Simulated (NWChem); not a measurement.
System: C2H4N, doublet; SMILES [CH]=NC

Input file for NWChem:

```
start job
memory heap 200 mb stack 900 mb global 1100 mb
geometry units angstroms
  C      0.049194     1.328936     0.000000
  N     -0.471532     0.226986     0.000000
  C      0.094025    -1.096477     0.000000
  H      1.115908     1.646289     0.000000
  H     -0.264171    -1.645112     0.884329
  H     -0.264171    -1.645112    -0.884329
  H      1.199734    -1.095256     0.000000
end
basis spherical
  * library 3-21g
end
dft
  odft
  mult 2
  xc b3lyp
  iterations 150
end
driver
  maxiter 120
end
task dft optimize
task dft freq
```

NWChem printed, in part:

```
             Northwest Computational Chemistry Package (NWChem) 7.3.0
             --------------------------------------------------------

 CS  symmetry detected

                             Geometry "geometry" -> ""
                             -------------------------

 Output coordinates in angstroms (scale by  1.889725989 to convert to a.u.)

  No.       Tag          Charge          X              Y              Z
 ---- ---------------- ---------- -------------- -------------- --------------
    1 C                    6.0000     0.08804396     1.31765276     0.00000000
    2 N                    7.0000    -0.44136969     0.21985016     0.00000000
    3 C                    6.0000     0.11371613    -1.10803868     0.00000000
    4 H                    1.0000     1.15723133     1.62657029     0.00000000
    5 H                    1.0000    -0.24880216    -1.65382731     0.88432900
    6 H                    1.0000    -0.24880216    -1.65382731    -0.88432900
    7 H                    1.0000     1.21940028    -1.11555130     0.00000000

 Effective nuclear repulsion energy (a.u.)      65.7368785205

      Symmetry information
      --------------------

 Group name             Cs
 Group number              2
 Group order               2
 No. of unique centers     6

                                Z-matrix (autoz)
                                --------

 Units are Angstrom for bonds and degrees for angles

      Type          Name      I     J     K     L     M      Value
      ----------- --------  ----- ----- ----- ----- ----- ----------
    1 Stretch                  1     2                       1.21879
    2 Stretch                  1     4                       1.11292
    3 Stretch                  2     3                       1.43924
    4 Stretch                  3     5                       1.10061
    5 Stretch                  3     6                       1.10061
    6 Stretch                  3     7                       1.10571
    7 Bend                     1     2     3               131.56841
    8 Bend                     2     1     4               131.86107
    9 Bend                     2     3     5               109.29883
   10 Bend                     2     3     6               109.29883
   11 Bend                     2     3     7               113.07526
   12 Bend                     5     3     6               106.92932
   13 Bend                     5     3     7               109.02632
   14 Bend                     6     3     7               109.02632
   15 Torsion                  1     2     3     5         121.64360
   16 Torsion                  1     2     3     6        -121.64360
   17 Torsion                  1     2     3     7           0.00000
   18 Torsion                  3     2     1     4           0.00000

                           NWChem Geometry Optimization
                           ----------------------------

 maximum gradient threshold         (gmax) =   0.000450
 rms gradient threshold             (grms) =   0.000300
 maximum cartesian step threshold   (xmax) =   0.001800
 rms cartesian step threshold       (xrms) =   0.001200
 fixed trust radius                (trust) =   0.300000
 source of zmatrix                         =   autoz

          -------------------
          Energy Minimization
          -------------------

 Using diagonal initial Hessian
 Scaling for Hessian diagonals: bonds = 1.00  angles = 0.25  torsions = 0.10

          --------
          Step   0

                                 NWChem DFT Module
                                 -----------------

 Summary of "ao basis" -> "ao basis" (spherical)
 ------------------------------------------------------------------------------
       Tag                 Description            Shells   Functions and Types
 ---------------- ------------------------------  ------  ---------------------
 C                           3-21g                   5        9   3s2p
 N                           3-21g                   5        9   3s2p
 H                           3-21g                   2        2   2s

      Symmetry analysis of basis
      --------------------------

        a'         27
        a"          8

[...]

      ----------------------
      Optimization converged
      ----------------------

  Step       Energy      Delta E   Gmax     Grms     Xrms     Xmax
  ---- ---------------- -------- -------- -------- -------- --------
@    5    -132.53496375 -1.8D-07  0.00003  0.00001  0.00029  0.00063
                                     ok       ok       ok       ok

                                Z-matrix (autoz)
                                --------

 Units are Angstrom for bonds and degrees for angles

      Type          Name      I     J     K     L     M      Value     Gradient
      ----------- --------  ----- ----- ----- ----- ----- ---------- ----------
    1 Stretch                  1     2                       1.22470   -0.00001
    2 Stretch                  1     4                       1.10243    0.00003
    3 Stretch                  2     3                       1.48840    0.00002
    4 Stretch                  3     5                       1.09294   -0.00000
    5 Stretch                  3     6                       1.09294   -0.00000
    6 Stretch                  3     7                       1.09817    0.00000
    7 Bend                     1     2     3               131.75251    0.00001
    8 Bend                     2     1     4               133.31062    0.00000
    9 Bend                     2     3     5               108.31706    0.00000
   10 Bend                     2     3     6               108.31706    0.00000
   11 Bend                     2     3     7               112.29265   -0.00000
   12 Bend                     5     3     6               108.35608    0.00000
   13 Bend                     5     3     7               109.73148   -0.00000
   14 Bend                     6     3     7               109.73148   -0.00000
   15 Torsion                  1     2     3     5         121.33779   -0.00000
   16 Torsion                  1     2     3     6        -121.33779    0.00000
   17 Torsion                  1     2     3     7           0.00000    0.00000
   18 Torsion                  3     2     1     4           0.00000   -0.00000

                         Geometry "geometry" -> "geometry"
                         ---------------------------------

 Output coordinates in angstroms (scale by  1.889725989 to convert to a.u.)

[...]

 Rotational Constants
 --------------------
 A=   2.252493 cm-1  (  3.240762 K)
 B=   0.344425 cm-1  (  0.495540 K)
 C=   0.316502 cm-1  (  0.455366 K)

 Temperature                      =   298.15K
 frequency scaling parameter      =   1.0000

 Zero-Point correction to Energy  =   34.230 kcal/mol  (  0.054549 au)
 Thermal correction to Energy     =   36.791 kcal/mol  (  0.058630 au)
 Thermal correction to Enthalpy   =   37.383 kcal/mol  (  0.059574 au)

 Total Entropy                    =   62.842 cal/mol-K
   - Translational                =   37.118 cal/mol-K (mol. weight =  42.0344)
   - Rotational                   =   21.403 cal/mol-K (symmetry #  =        1)
   - Vibrational                  =    4.321 cal/mol-K

 Cv (constant volume heat capacity) =   11.966 cal/mol-K
   - Translational                  =    2.979 cal/mol-K
   - Rotational                     =    2.979 cal/mol-K
   - Vibrational                    =    6.007 cal/mol-K

[normal modes left out]

 ----------------------------------------------------------------------------
 Normal Eigenvalue ||           Projected Infra Red Intensities
  Mode   [cm**-1]  || [atomic units] [(debye/angs)**2] [(KM/mol)] [arbitrary]
 ------ ---------- || -------------- ----------------- ---------- -----------
    1       -0.000 ||    0.002939           0.068         2.865       1.565
    2       -0.000 ||    0.006452           0.149         6.290       3.435
    3        0.000 ||    0.003522           0.081         3.433       1.875
    4        0.000 ||    0.001788           0.041         1.743       0.952
    5        0.000 ||    0.000091           0.002         0.089       0.048
    6        0.000 ||    0.011221           0.259        10.939       5.974
    7      173.716 ||    0.013310           0.307        12.975       7.086
    8      339.892 ||    0.008992           0.207         8.765       4.787
    9      728.970 ||    0.023869           0.551        23.269      12.707
   10      809.941 ||    0.014855           0.343        14.482       7.908
   11      997.052 ||    0.101078           2.332        98.536      53.809
   12     1119.500 ||    0.014013           0.323        13.660       7.460
   13     1129.404 ||    0.000639           0.015         0.623       0.340
   14     1457.730 ||    0.005791           0.134         5.646       3.083
   15     1549.244 ||    0.007064           0.163         6.887       3.761
   16     1556.058 ||    0.022408           0.517        21.844      11.929
   17     1898.812 ||    0.021992           0.507        21.439      11.708
   18     2923.552 ||    0.063084           1.455        61.497      33.583
   19     3022.360 ||    0.039762           0.917        38.762      21.167
   20     3113.443 ||    0.018273           0.422        17.813       9.728
   21     3136.025 ||    0.013332           0.308        12.997       7.097
 ----------------------------------------------------------------------------
```

Level: B3LYP/3-21G, spin-unrestricted. In the optimisation the excess spin sits in a' (Cs, its own frame). No stability test was run on the SCF state.
